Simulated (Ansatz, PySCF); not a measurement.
Gas-phase reaction (SMILES): NB(F)F + [H][H] (H2) -> FBF + N (NH3); hydrogen cleaves one B-N bond, a model of a ligand-exchange step.

Structures are relaxed separately at B3LYP-D3(BJ)/def2-TZVP in Ansatz (an electronic-structure program), one conformer each, not searched for the lowest. Valence correlation only, unless marked. No spin-orbit coupling. Non-relativistic. Basis-set limits of correlation are two-point, X^-3; Hartree-Fock from the larger set. [CCSD(T)-MP2]/basis is that difference in the basis named. Thermal terms are rigid-rotor harmonic-oscillator values from B3LYP-D3(BJ) frequencies (Ansatz or PySCF) at 298.15 K and 1 atm. 1 Eh = 627.5095 kcal/mol.

```
species      E, RI-MP2/CBS(aug-cc-pVTZ,aug-cc-pVQZ)+[CCSD(T)-MP2]/aug-cc-pVTZ (Ansatz) (Eh)  E, wB97X-V/def2-TZVPD (Ansatz) (Eh)  H - E (Eh)  G - E (Eh)
-----------  ------------------------------------------------------------------------------  -----------------------------------  ----------  ----------
NB(F)F                                                                           -280.45847                           -280.69845     0.04174     0.01090
[H][H] (H2)                                                                        -1.17524                             -1.17238     0.01336    -0.00144
FBF                                                                              -225.09209                           -225.27502     0.02196    -0.00581
N (NH3)                                                                           -56.50756                            -56.56167     0.03799     0.01614
```

### Question
Work out ΔE and ΔH, ΔG, ΔS and the equilibrium constant at 298.15 K at the first level, then ΔH at the second.

### Answer

1. ΔE = [(-225.09209) + (-56.50756)] - [(-280.45847) + (-1.17524)] = 0.03406 Eh = 21.4 kcal/mol at RI-MP2/CBS(aug-cc-pVTZ,aug-cc-pVQZ)+[CCSD(T)-MP2]/aug-cc-pVTZ.
2. The terms H - E add up to 0.00485 Eh, so ΔH = (0.03406 + (0.00485))×627.5095 = 24.4 kcal/mol.
3. The terms G - E add up to 0.00087 Eh, so ΔG = 21.9 kcal/mol, and ΔS = (0.00485 - (0.00087))×627509.5/298.15 = 8.4 cal/(mol K).
4. log10 K = -ΔG/(RT ln 10) = -16.1, with RT ln 10 = 1.3642 kcal/mol.
5. At wB97X-V/def2-TZVPD the same steps give ΔE = 21.4 and ΔH = 24.5 kcal/mol, a shift of +0.1 from the first level.
6. These values are not checked against measurement here, since the tables used lack a sound gas-phase enthalpy of formation for at least one species.
